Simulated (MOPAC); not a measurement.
Input for MOPAC: PM7 on BeH2Se (SMILES [BeH][SeH]), a point of a bond scan (R = 2.212 Å).

```
PM7 1SCF PRECISE CHARGE=0 THREADS=1
BeH2Se

Be    -0.68973544 1    -0.76066788 1    -1.41803736 1
H     -1.20927000 1    -1.34114003 1    -2.49064135 1
Se     0.09181580 1     0.16025393 1     0.22400564 1
H      1.22380369 1    -1.67735985 1     0.70789583 1
```

It printed:

```
*******************************************************************************
 **                                                                           **
 **                              MOPAC v23.2.5                                **
 **                                                                           **
 *******************************************************************************
 ** MOPAC's Digital Object Identifier: https://doi.org/10.5281/zenodo.6511958 **
 **                                                                           **
 ** Please cite the open-source release paper for use of this MOPAC version:  **
 ** J. E. Moussa and J. J. P. Stewart (2026)                                  **
 ** MOPAC: An open-source semiempirical molecular orbital program             **
 ** J. Open Source Softw., 11(119), 8025, https://doi.org/10.21105/joss.08025 **
 *******************************************************************************

                              PM7 CALCULATION RESULTS

 *******************************************************************************
 *  PM7        - The PM7 Hamiltonian to be used
 *
 *
 *
 *                 CHARGE ON SYSTEM = 0
 *
 *
 *
 *  PRECISE    - TIGHTER CRITERIA TO BE USED
 *  1SCF       - DO 1 SCF AND THEN STOP
 *  THREADS=1  - MULTI-THREADING NOT USED
 *  T=         - A TIME OF 172800.0 SECONDS REQUESTED
 *  DUMP=N     - RESTART FILE WRITTEN EVERY 7200.0 SECONDS REQUESTED
 *******************************************************************************
PM7 1SCF PRECISE CHARGE=0 THREADS=1
 BeH2Se

   ATOM   CHEMICAL          X               Y               Z
  NUMBER   SYMBOL      (ANGSTROMS)     (ANGSTROMS)     (ANGSTROMS)

     1      Be         -0.68973544  *  -0.76066788  *  -1.41803736  *
     2       H         -1.20927000  *  -1.34114003  *  -2.49064135  *
     3      Se          0.09181580  *   0.16025393  *   0.22400564  *
     4       H          1.22380369  *  -1.67735985  *   0.70789583  *



          CARTESIAN COORDINATES

    NO.       ATOM           X           Y           Z

     1        Be         -0.6897     -0.7607     -1.4180
     2         H         -1.2093     -1.3411     -2.4906
     3        Se          0.0918      0.1603      0.2240
     4         H          1.2238     -1.6774      0.7079

 General Reference for PM7:
 "Optimization of Parameters for Semiempirical Methods VI: More Modifications to the
 NDDO Approximations and Re-optimization of Parameters", J. J. P. Stewart, J. Mol. Mod., 1:32, 19 (2013)
 https://link.springer.com/article/10.1007/s00894-012-1667-x

           Empirical Formula: H2 Be Se  =     4 atoms



      MOLECULAR POINT GROUP   :   Cs


      RHF CALCULATION, NO. OF DOUBLY OCCUPIED LEVELS = 5


 -------------------------------------------------------------------------------
 PM7 1SCF PRECISE CHARGE=0 THREADS=1
 BeH2Se



     1SCF WAS SPECIFIED, SO BFGS WAS NOT USED
     SCF FIELD WAS ACHIEVED


                              PM7 CALCULATION
                                                       MOPAC v23.2.5 Linux




          FINAL HEAT OF FORMATION =         75.76100 KCAL/MOL =     316.98401 KJ/MOL


          COSMO AREA              =         96.49 SQUARE ANGSTROMS
          COSMO VOLUME            =         81.16 CUBIC ANGSTROMS

          IONIZATION POTENTIAL    =          8.240844 EV
          HOMO LUMO ENERGIES (EV) =         -8.241 -1.079
          NO. OF FILLED LEVELS    =          5
          MOLECULAR WEIGHT        =         89.9880         POINT GROUP:  Cs

          MOLECULAR DIMENSIONS (Angstroms)

            Atom       Atom       Distance
            H     4    H     2     4.03281
           Se     3    H     2     1.84502
           Be     1    H     4     0.00000


          SCF CALCULATIONS        =          1





   ATOM   CHEMICAL          X               Y               Z
  NUMBER   SYMBOL      (ANGSTROMS)     (ANGSTROMS)     (ANGSTROMS)

     1      Be         -0.68973544  *  -0.76066788  *  -1.41803736  *
     2       H         -1.20927000  *  -1.34114003  *  -2.49064135  *
     3      Se          0.09181580  *   0.16025393  *   0.22400564  *
     4       H          1.22380369  *  -1.67735985  *   0.70789583  *

                             CARTESIAN COORDINATES

   1   Be       -0.689735440    -0.760667880    -1.418037360
   2    H       -1.209270000    -1.341140030    -2.490641350
   3   Se        0.091815800     0.160253930     0.224005640
   4    H        1.223803690    -1.677359850     0.707895830


           Empirical Formula: H2 Be Se  =     4 atoms



      MOLECULAR POINT GROUP   :   Cs


                  EIGENVALUES
 -22.48083 -13.12265 -10.17149  -9.74888  -8.24084  -1.07928   1.02058   2.95538
   3.02998   5.24949


              NET ATOMIC CHARGES AND DIPOLE CONTRIBUTIONS

  ATOM NO.   TYPE          CHARGE      No. of ELECS.   s-Pop       p-Pop
    1         Be           0.310975        1.6890     0.88714     0.80188
    2          H          -0.079245        1.0792     1.07924
    3         Se          -0.366336        6.3663     1.96909     4.39725
    4          H           0.134606        0.8654     0.86539
 DIPOLE           X         Y         Z       TOTAL
 POINT-CHG.     0.060    -1.992    -1.107     2.280
 HYBRID         0.072    -0.337    -0.101     0.360
 SUM            0.131    -2.330    -1.208     2.627


          ATOMIC ORBITAL ELECTRON POPULATIONS

     Atom    s        px        py        pz
    1 Be   0.88714   0.14158   0.16191   0.49839
    2  H   1.07924
    3 Se   1.96909   1.65685   1.22742   1.51297
    4  H   0.86539

 **********************
 *                    *
 * JOB ENDED NORMALLY *
 *                    *
 **********************




 == MOPAC DONE ==
```

The run finished.

Cost: roughly 0.020 core-seconds.
